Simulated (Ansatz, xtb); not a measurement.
Relative energy of two structures of FH2N2Si

Structure a is `N/N=[Si]/F`, a doublet and structure b is a doublet given by its coordinates. Both are isolated molecules in the gas phase, relaxed with PBE0-D3(BJ)/def2-SVP; the shapes shown needn't be the lowest conformers.

a (Å):

```xyz
6

F    -0.9473   -1.1137   -0.0345
N    -1.5160    2.6927    0.3234
N    -1.3297    1.4118    0.1959
Si   -1.8760    0.0726   -0.6860
H    -2.0155    3.0307    1.1451
H    -0.8046    3.3247   -0.0421
```

b (Å):

```xyz
6

F    -1.4532   -0.3198   -1.3317
N    -1.5098    2.8319    0.8606
N    -1.5343    1.8440   -0.0222
Si   -1.1910    0.1258    0.2282
H    -1.2428    2.4015    1.7610
H    -1.7917    2.1712   -0.9581
```

Close contacts (Å): F1–Si4 1.64, N2–N3 1.33, N3–Si4 1.77, N2–H5 1.03, N3–H6 1.02.

Q: Estimate E(b) − E(a) at the level CCSD(T)/def2-SVP + ΔMP2/def2-TZVPP.

A: Calculated at CCSD(T)/def2-SVP + ΔMP2/def2-TZVPP: E(b) − E(a) = −6.1 kcal/mol, so structure b lies lower.

The same difference at several levels:

```csv
level,geometry,E(b) − E(a) (kcal/mol),departure from the last row (kcal/mol),"job, with rough time for the two"
GFN2-xTB,GFN2-xTB,+4.3,+10.5,"optimisation, 0.26 s"
HF/STO-3G,GFN2-xTB,−17.2,−11.1,"single point, 0.62 s"
r2SCAN-D4/def2-SVP,GFN2-xTB,−5.0,+1.2,"single point, 6.6 s"
PBE0-D3(BJ)/def2-SVP,PBE0-D3(BJ)/def2-SVP,−3.7,+2.5,"optimisation, 62 s"
HF/def2-SVP,PBE0-D3(BJ)/def2-SVP,−8.5,−2.3,part of the CCSD(T) run
MP2/def2-SVP,PBE0-D3(BJ)/def2-SVP,−5.6,+0.6,part of the CCSD(T) run
CCSD(T)/def2-SVP,PBE0-D3(BJ)/def2-SVP,−6.4,−0.2,single point
CCSD(T)/def2-SVP + ΔMP2/def2-TZVPP,PBE0-D3(BJ)/def2-SVP,−6.1,,"single point, 41 s"
```

GFN2-xTB puts the two in the other order. The largest departure from CCSD(T)/def2-SVP + ΔMP2/def2-TZVPP is that of HF/STO-3G, 11.1 kcal/mol. The last row adds to CCSD(T) the change of the MP2 difference between the two basis sets, here +0.2 kcal/mol.

With harmonic frequencies from PBE0-D3(BJ)/def2-SVP (ideal gas, rigid rotor, one conformer each, 298.15 K, 1 atm): on the last row, ΔE + ΔZPE = −5.8, ΔH = −6.2, ΔG = −5.4 kcal/mol.

Open shells are spin-unrestricted. The correlated steps freeze 8 core orbitals. Codes used: Ansatz 0.2.0, xtb 6.7.1; the last row on 1 thread of Intel(R) Xeon(R) Platinum 8259CL CPU @ 2.50GHz (Skylake/Cascade Lake) on a shared host.
